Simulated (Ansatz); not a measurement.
CH$_{8}$AlNSi$_{2}$, SMILES `C=[N][Al]([SiH3])[SiH3]`. The species carries charge 0 and has multiplicity 1.

```xyz
13

C     2.605    0.242   -1.127
N     1.468    0.137   -0.635
Al   -0.132   -0.012    0.057
Si   -0.547   -2.048    1.354
Si   -1.667    1.842   -0.396
H     3.437    0.720   -0.590
H     2.850   -0.135   -2.131
H    -1.718   -2.801    0.818
H     0.624   -2.969    1.350
H    -0.862   -1.723    2.776
H    -1.013    2.945   -1.156
H    -2.204    2.421    0.870
H    -2.844    1.383   -1.190
```

(1) What are the harmonic wavenumbers in cm⁻¹ at PBE0-D4/def2-TZVP (Ansatz, finite differences of forces, unscaled)? (Best estimate.)

(2) Is this a minimum?

(3) Give the ideal-gas thermochemistry at 298.15 K and 1 bar (rigid rotor, harmonic oscillator; point group C2, symmetry number 2).

(4) Rotational constants (cm⁻¹)?

## Answers

(1) The calculation gave: 30, 39, 77, 77, 106, 165, 282, 296, 340, 403, 443, 462, 472, 500, 692, 846, 869, 935, 937, 938, 940, 1108, 1190, 1518, 1851, 2192, 2196, 2199, 2201, 2209, 2209, 2975, 3028.

(2) Yes, all 33 modes are real.

(3) Zero-point energy 207.7 kJ/mol; H(298) − E = 237.7 kJ/mol; entropy 428.0 J/(mol·K), of which translation 168.3, rotation 116.4, vibration 143.4; G(298) − E = 110.1 kJ/mol. Modes under 100 cm⁻¹ are hindered rotations or soft bends, so the harmonic entropy is rough.

(4) 0.06412, 0.05177, 0.0294.
